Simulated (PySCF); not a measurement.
**Two-component Hartree-Fock for Ir²⁺ (iridium, charge +2)**

Start: [Xe] 4f14 5d7; 5d3/2 filled at m_j = +1/2, +3/2; 5d5/2 filled at m_j = -3/2, -1/2, +1/2, +3/2, +5/2. Calculated with PySCF 2.14 in x2c-SVPall-2c with one added diffuse shell each of s, d type (8s9p10d2f, 99 functions): generalised Hartree-Fock with the X2C-1e Hamiltonian and a Gaussian nucleus; one run each with spin-orbit coupling (SO) switched off, then screened by Boettger's factors. This is a chosen level, not necessarily the ground level.

```json
{"spinor shell": "1s1/2", "electrons": "2", "ε, spin-free (eV)": "-76547.7", "ε, screened SO (eV)": "-76521.0", "weight of nominal j (screened SO)": "1.000", "rms radius, screened SO (bohr)": "0.0197"}
{"spinor shell": "2s1/2", "electrons": "2", "ε, spin-free (eV)": "-13553.6", "ε, screened SO (eV)": "-13545.2", "weight of nominal j (screened SO)": "1.000", "rms radius, screened SO (bohr)": "0.0796"}
{"spinor shell": "2p1/2", "electrons": "2", "ε, spin-free (eV)": "-11786.1", "ε, screened SO (eV)": "-12954.5", "weight of nominal j (screened SO)": "1.000", "rms radius, screened SO (bohr)": "0.0675"}
{"spinor shell": "2p3/2", "electrons": "4", "ε, spin-free (eV)": "-11786.1", "ε, screened SO (eV)": "-11320.9", "weight of nominal j (screened SO)": "1.000", "rms radius, screened SO (bohr)": "0.0752"}
{"spinor shell": "3s1/2", "electrons": "2", "ε, spin-free (eV)": "-3249.9", "ε, screened SO (eV)": "-3247.0", "weight of nominal j (screened SO)": "1.000", "rms radius, screened SO (bohr)": "0.203"}
{"spinor shell": "3p1/2", "electrons": "2", "ε, spin-free (eV)": "-2724.5", "ε, screened SO (eV)": "-2983.0", "weight of nominal j (screened SO)": "1.000", "rms radius, screened SO (bohr)": "0.195"}
{"spinor shell": "3p3/2", "electrons": "4", "ε, spin-free (eV)": "-2724.5", "ε, screened SO (eV)": "-2619.4", "weight of nominal j (screened SO)": "1.000", "rms radius, screened SO (bohr)": "0.210"}
{"spinor shell": "3d3/2", "electrons": "4", "ε, spin-free (eV)": "-2137.7", "ε, screened SO (eV)": "-2182.1", "weight of nominal j (screened SO)": "1.000", "rms radius, screened SO (bohr)": "0.186"}
{"spinor shell": "3d5/2", "electrons": "6", "ε, spin-free (eV)": "-2137.7", "ε, screened SO (eV)": "-2105.1", "weight of nominal j (screened SO)": "1.000", "rms radius, screened SO (bohr)": "0.189"}
{"spinor shell": "4s1/2", "electrons": "2", "ε, spin-free (eV)": "-742.29", "ε, screened SO (eV)": "-741.31", "weight of nominal j (screened SO)": "1.000", "rms radius, screened SO (bohr)": "0.450"}
{"spinor shell": "4p1/2", "electrons": "2", "ε, spin-free (eV)": "-566.96", "ε, screened SO (eV)": "-628.62", "weight of nominal j (screened SO)": "1.000", "rms radius, screened SO (bohr)": "0.456"}
{"spinor shell": "4d3/2", "electrons": "4", "ε, spin-free (eV)": "-346.95", "ε, screened SO (eV)": "-356.21", "weight of nominal j (screened SO)": "1.000", "rms radius, screened SO (bohr)": "0.508"}
{"spinor shell": "4d5/2", "electrons": "6", "ε, spin-free (eV)": "-346.95", "ε, screened SO (eV)": "-339.66", "weight of nominal j (screened SO)": "1.000", "rms radius, screened SO (bohr)": "0.519"}
{"spinor shell": "5s1/2", "electrons": "2", "ε, spin-free (eV)": "-133.00", "ε, screened SO (eV)": "-132.77", "weight of nominal j (screened SO)": "1.000", "rms radius, screened SO (bohr)": "1.05"}
{"spinor shell": "4f5/2", "electrons": "6", "ε, spin-free (eV)": "-100.19", "ε, screened SO (eV)": "-101.56", "weight of nominal j (screened SO)": "0.996", "rms radius, screened SO (bohr)": "0.586"}
{"spinor shell": "4f7/2", "electrons": "8", "ε, spin-free (eV)": "-100.19", "ε, screened SO (eV)": "-98.277", "weight of nominal j (screened SO)": "0.997", "rms radius, screened SO (bohr)": "0.587"}
{"spinor shell": "5p1/2", "electrons": "2", "ε, spin-free (eV)": "-84.911", "ε, screened SO (eV)": "-95.761", "weight of nominal j (screened SO)": "0.984", "rms radius, screened SO (bohr)": "1.19"}
{"spinor shell": "5p3/2", "electrons": "4", "ε, spin-free (eV)": "-84.911", "ε, screened SO (eV)": "-80.080", "weight of nominal j (screened SO)": "0.992", "rms radius, screened SO (bohr)": "1.23"}
{"spinor shell": "5d3/2", "electrons": "2", "ε, spin-free (eV)": "-30.672", "ε, screened SO (eV)": "-31.438", "weight of nominal j (screened SO)": "0.602", "rms radius, screened SO (bohr)": "1.72"}
{"spinor shell": "5d5/2", "electrons": "5", "ε, spin-free (eV)": "-30.672", "ε, screened SO (eV)": "-30.429", "weight of nominal j (screened SO)": "0.478", "rms radius, screened SO (bohr)": "1.75"}
```

**Question.** Where does 4p3/2 lie, and what is the 4p spin-orbit splitting (screened SO)?

**Answer.** At -541.55 eV, 87.071 eV above 4p1/2.

| quantity | spin-free | screened SO |
| --- | --- | --- |
| E (hartree) | -17812.49800 | -17837.03857 |
| M_J | 9/2 | 9/2 |
| ⟨J²⟩ | 24.764 | 24.764 |
| ⟨L²⟩ | 12.012 | 13.182 |
| ⟨S²⟩ | 3.752 | 3.517 |

Each row is a mean over spinors that exchange with the open shell spreads, by up to 7.317 eV (5p3/2).

Rows whose weight is well below 1 are mixtures of j = l ± 1/2: exchange outweighs spin-orbit coupling there, and the label is only the starting occupation.

Breit and QED terms are absent; they matter most for the inner s and p1/2 levels.

Densities and radii are taken from the X2C orbitals without a picture-change correction, which distorts them close to the nucleus.

Without spin-orbit coupling the j labels of p, d and f shells carry no meaning; the spin-free column gives the mean over the occupied spinors of each nl shell.
